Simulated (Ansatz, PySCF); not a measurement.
Species: sum formula AlOBr, charge 0, multiplicity 1. 
Coordinates optimised at B3LYP-D3(BJ)/def2-TZVP (Ansatz, an electronic-structure program):
```xyz
3

Al     0.0000     0.0000    -1.1609
O      0.0000     0.0000    -2.7581
Br     0.0000     0.0000     1.0616
```
Charge 0, spin multiplicity 1.

Dipole moments at this geometry, in debye (magnitudes).

| level | program | dipole (D) |
|---|---|---|
| BP86/def2-TZVPD | PySCF | 4.04 |
| PBE0/def2-TZVPD | Ansatz | 4.41 |
| TPSSh/def2-TZVPD | PySCF | 4.20 |
| M06-2X/def2-TZVPD | PySCF | ? |
| CAM-B3LYP/def2-TZVPD | Ansatz | 4.53 |
| CCSD(T)/def2-SVPD | Ansatz | ? |

**Question.** What belongs in the gaps?

**Answer.** 
- M06-2X/def2-TZVPD, dipole (D): 4.62
- CCSD(T)/def2-SVPD, dipole (D): 4.32
